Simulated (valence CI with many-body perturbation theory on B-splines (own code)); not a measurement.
## Forbidden lines of Tb¹⁴⁺

Computed by configuration interaction combined with many-body perturbation theory (CI+MBPT): five valence electrons over a frozen Dirac-Fock core [Kr] 4d10, a basis of 7 s, 7 p, 7 d, 7 f, 4 g, 2 h functions for each j, with the one-electron correlation potential Σ1, the two-electron term Σ2, the three-electron term Σ3, Breit, model QED; selected CI, second order for the rest, scaled by the run's own slope (own B-spline code, finite nucleus).

No measured levels were compared; by estimate terms of the open shell hold to a few per cent of their energy, and close levels can change places; configurations with another count of f electrons can be misplaced by thousands of cm⁻¹. Among the levels kept, up to 1200 cm⁻¹ of a level comes from second order outside the variational space, and about a tenth of that is noise between levels of different J, which matters for small intervals. The lowest computed level is not the ground level that NIST lists (6H°5/2, for many ions itself from theory).

Lines 51 to 100 of 120 in falling wavelength, among levels below 86194 cm⁻¹, chosen from the decays that carry over 1 % of a level's rate. Wavelengths and rates use the calculated energies, so an error of 2000 cm⁻¹ moves a line at 10550 Å by 21 % and its rate by three times that or more. Electric multipoles are in the length gauge, E1 and E2 with the static RPA response of the core. S is in atomic units (e²a₀⁴ for E2 and M2, e²a₀⁶ for E3), for M1 in squared Bohr magnetons. Weak lines are less certain than strong ones. Lines between different terms over intervals too small for the method are left out, as are lines whose strength nearly cancels. Where a level lies close to another of its J and parity, the split of strength between their lines is uncertain.

Names give the largest LS component (configuration and term), which can be under half, so a name can repeat, a term be missing and a line seem to break the LS rules; names also repeat where a configuration has a term twice. Letters in brackets count levels of one name in rising energy.

```tsv
λ vac (Å)	Upper	Lower	Type	A (s⁻¹)	S (a.u.)
10550	4f⁴5s ⁶G_5/2	4f⁴5s ⁶F_3/2	M1	3.24e-02	8.46e-03
10200	4f⁴5s ⁴K_13/2 [a]	4f⁴5s ⁴I_11/2 [a]	M1	8.21e-01	4.52e-01
9904	4f⁴5s ⁴F_3/2 [a]	4f⁴5s ⁶G_3/2	M1	2.17e-01	3.13e-02
9053	4f⁴5s ⁴H_7/2 [a]	4f⁴5s ⁶F_7/2	M1	7.46e-01	1.64e-01
8078	4f⁴5s ⁶G_7/2	4f⁴5s ⁴I_9/2 [a]	M1	9.52e-01	1.49e-01
8000	4f⁴5s ⁴H_9/2 [a]	4f⁴5s ⁶F_9/2	M1	2.55e+00	4.84e-01
7965	4f⁴5s ⁴K_11/2 [a]	4f⁴5s ⁴I_9/2 [a]	M1	4.77e+00	1.07e+00
7881	4f⁴5s ⁴L_13/2	4f⁴5s ⁴I_13/2 [a]	M1	3.06e+00	7.78e-01
7307	4f⁴5s ⁶G_11/2	4f⁴5s ⁴I_11/2 [a]	M1	6.30e-01	1.09e-01
7273	4f⁴5s ⁴G_5/2 [a]	4f⁴5s ⁶S_5/2	M1	4.04e-01	3.46e-02
6986	4f⁴5s ⁶G_9/2	4f⁴5s ⁴I_9/2 [a]	M1	1.81e+00	2.28e-01
6889	4f⁴5s ⁴G_5/2 [a]	4f⁴5s ⁶F_7/2	M1	7.71e-01	5.61e-02
6707	4f⁴5s ⁴F_3/2 [a]	4f⁴5s ⁶S_5/2	M1	9.04e-02	4.05e-03
6438	4f⁴5s ⁴I_9/2 [a]	4f⁴5s ⁶I_11/2	M1	7.89e-01	7.80e-02
6194	4f⁴5s ⁴D_5/2 [a]	4f⁴5s ⁶S_5/2	M1	4.57e+00	2.42e-01
6149	4f⁴5s ⁴H_7/2 [a]	4f⁴5s ⁴I_9/2 [a]	M1	1.39e+00	9.58e-02
6138	4f⁴5s ⁴G_5/2 [a]	4f⁴5s ⁶F_5/2	M1	2.09e+00	1.08e-01
5960	4f⁴5s ⁴I_11/2 [a]	4f⁴5s ⁶I_13/2	M1	1.48e+00	1.40e-01
5913	4f⁴5s ⁴D_5/2 [a]	4f⁴5s ⁶F_7/2	M1	6.07e+00	2.79e-01
5908	4f⁴5s ⁴L_13/2	4f⁴5s ⁴I_11/2 [a]	M1	5.97e+00	6.39e-01
5757	4f⁴5s ⁴G_5/2 [a]	4f⁴5s ⁶F_3/2	M1	7.05e-01	2.99e-02
5729	4f⁴5s ⁴F_3/2 [a]	4f⁴5s ⁶F_5/2	M1	1.52e-01	4.25e-03
5643	4f⁴5s ⁴I_13/2 [a]	4f⁴5s ⁶I_15/2	M1	1.74e+00	1.62e-01
5438	4f⁴5s ⁴I_9/2 [a]	4f⁴5s ⁶I_9/2	M1	1.03e-01	6.11e-03
5414	4f⁴5s ⁴I_15/2 [a]	4f⁴5s ⁶I_17/2	M1	1.69e+00	1.59e-01
5351	4f⁴5s ⁴D_5/2 [a]	4f⁴5s ⁶F_5/2	M1	1.23e+00	4.18e-02
5251	4f⁴5s ⁴F_3/2 [a]	4f⁴5s ⁶F_1/2	M1	4.00e-02	8.59e-04
5076	4f⁴5s ⁴H_9/2 [a]	4f⁴5s ⁴I_9/2 [a]	M1	2.35e+00	1.14e-01
5059	4f⁴5s ⁴D_5/2 [a]	4f⁴5s ⁶F_3/2	M1	7.36e+00	2.12e-01
4807	4f⁴5s ⁴I_9/2 [a]	4f⁴5s ⁶I_7/2	M1	5.98e+00	2.46e-01
4758	4f⁴5s ⁴I_13/2 [a]	4f⁴5s ⁶I_13/2	M1	1.76e-01	9.83e-03
4579	4f⁴5s ⁴I_15/2 [a]	4f⁴5s ⁶I_15/2	M1	1.20e+00	6.81e-02
4465	4f⁴5s ⁶F_11/2	4f⁴5s ⁶I_13/2	M1	1.81e-01	7.17e-03
4399	4f⁴5s ⁶F_9/2	4f⁴5s ⁶I_11/2	M1	2.50e-01	7.89e-03
4391	4f⁴5s ⁴I_11/2 [a]	4f⁴5s ⁶I_9/2	M1	9.07e-01	3.42e-02
4317	4f⁴5s ⁶F_3/2	4f⁴5s ⁶I_7/2	E2	1.44e-04	7.72e-04
4236	4f⁴5s ⁶F_7/2	4f⁴5s ⁶I_9/2	M1	2.13e-02	4.79e-04
4140	4f⁴5s ⁴I_13/2 [a]	4f⁴5s ⁶I_11/2	M1	6.03e-02	2.22e-03
4125	4f⁴5s ⁶F_5/2	4f⁴5s ⁶I_7/2	M1	8.00e-03	1.25e-04
4109	4f⁴5s ⁴K_17/2 [a]	4f⁴5s ⁶I_17/2	M1	2.54e+01	1.18e+00
3979	4f⁴5s ⁴I_15/2 [a]	4f⁴5s ⁶I_13/2	M1	8.90e-01	3.33e-02
3943	4f⁴5s ⁴K_15/2 [a]	4f⁴5s ⁶I_15/2	M1	1.70e+01	6.19e-01
3916	4f⁴5s ⁶F_11/2	4f⁴5s ⁶I_11/2	M1	1.42e-01	3.81e-03
3908	4f⁴5s ⁶F_9/2	4f⁴5s ⁶I_9/2	M1	5.06e-01	1.12e-02
3843	4f⁴5s ⁶F_7/2	4f⁴5s ⁶I_7/2	M1	2.34e-01	3.94e-03
3761	4f⁴5s ⁴K_13/2 [a]	4f⁴5s ⁶I_13/2	M1	1.15e+01	3.17e-01
3610	4f⁴5s ⁴K_17/2 [a]	4f⁴5s ⁶I_15/2	M1	8.74e+00	2.74e-01
3560	4f⁴5s ⁴K_11/2 [a]	4f⁴5s ⁶I_11/2	M1	4.95e+00	9.95e-02
3490	4f⁴5s ⁴K_15/2 [a]	4f⁴5s ⁶I_13/2	M1	1.45e+01	3.65e-01
3364	4f⁴5s ⁴K_13/2 [a]	4f⁴5s ⁶I_11/2	M1	1.78e+01	3.51e-01
```
